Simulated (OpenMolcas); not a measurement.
Cu⁴⁺: effect of the active space

| Quantity | Value |
| --- | --- |
| Program | OpenMolcas 26.06 |
| Method | SS-CASPT2, IPEA 0.25 Eh, imaginary shift 0.1 Eh |
| Basis | ANO-RCC-VQZP |
| Scalar Hamiltonian | DKH2, point nucleus |
| Spin-orbit coupling | state interaction with AMFI integrals over the reference wave functions, term energies averaged over their components |

A. 7 electrons in 5 orbitals (3d); 2S+1 = 4 even, 10 roots; 2S+1 = 2 even, 40 roots; closed shells correlated: 3s 3p; CASPT2 step about 22 core-seconds
B. 7 electrons in 10 orbitals (3d 4d); 2S+1 = 4 even, 10 roots; 2S+1 = 2 even, 40 roots; closed shells correlated: 3s 3p; CASPT2 step about 40 core-minutes

Energies in cm-1 above 3d7 4F 9/2, the measured ground level; measured values from Sugar and Musgrove, J. Phys. Chem. Ref. Data 19, 527 (1990).

```csv
Level,A,B,Measured
3d7 4F 9/2,0.0,0.0,0.0
3d7 4F 7/2,1552,1526,1616
3d7 4F 5/2,2660,2610,2759
3d7 4F 3/2,3410,3350,3528
3d7 4P 5/2,20730,20930,20827
3d7 4P 3/2,21150,21140,21066
3d7 4P 1/2,21940,22030,21935
3d7 2G 9/2,21990,22680,22575
3d7 2G 7/2,23490,24150,24100
3d7 2P 3/2 [72 %],28430,26930,27016
3d7 2H 11/2,29670,30900,30402
3d7 2P 1/2,30240,28230,28367
3d7 2D 5/2(1),30590,31280,30966
3d7 2H 9/2,31030,32230,31823
3d7 2D 3/2(1),33220,33500,33292
3d7 2F 5/2,49140,49770,49490
3d7 2F 7/2,49810,50470,50072
3d7 2D 3/2(2),77460,77880,76838
3d7 2D 5/2(2),78210,78750,77668
```

Deviations, from unrounded energies. A percentage is the sum of absolute deviations over the sum of measured energies, with the sign that they share, or ± where signs differ.

```json
{"Against measurement": "mean absolute deviation (cm-1)", "Levels": "18", "A": "480", "B": "290"}
{"Against measurement": "fine structure of the ground term (%)", "Levels": "3", "A": "-3.6", "B": "-5.3"}
{"Against measurement": "other terms of the ground configuration (%)", "Levels": "15", "A": "±1.5", "B": "±0.9"}
```

B lies closest to measurement on these levels. The largest miss of B in the table is 3d7 2D 5/2(2), by +1100 cm-1. The ranking rests on the paired levels alone, and a cruder setting can come out closer through cancelling errors.

The two smallest mean deviations differ by little beside CASPT2's spread within terms, so their order carries little weight.

Between A and B the level of the table that moves most is 3d7 2P 1/2, by 2000 cm-1 (lowest in B, highest in A). Moves below CASPT2's spread within the term are not significant.

CASPT2 breaks the degeneracy within a term, and the mean is taken; among the terms shown or strongly mixed into the levels shown the widest spread is 1800 cm-1 (3d7 2H, A). The CASPT2 spread within a term exceeds the gap to the next term for 3d7 2P and 3d7 2H, 3d7 2H and 3d7 2D(1), so the order of their levels is uncertain (holds for A). Active for correlation alone: 4d; no level in the range computed is led by a configuration that fills it, so any true level of that kind is missing (holds for B). Computed and measured levels are paired by configuration, term and J; levels that our copy of the source lacks, or whose pairing is in doubt (as where it misses far off the trend of its configuration), stay unpaired and out of the deviations. Levels of configurations outside the active space are missing.

A share in square brackets marks a mixed level and gives the weight of the term that names it, the lowest over the columns. A number in round brackets counts repeated terms of one configuration in the order of the reference energies.
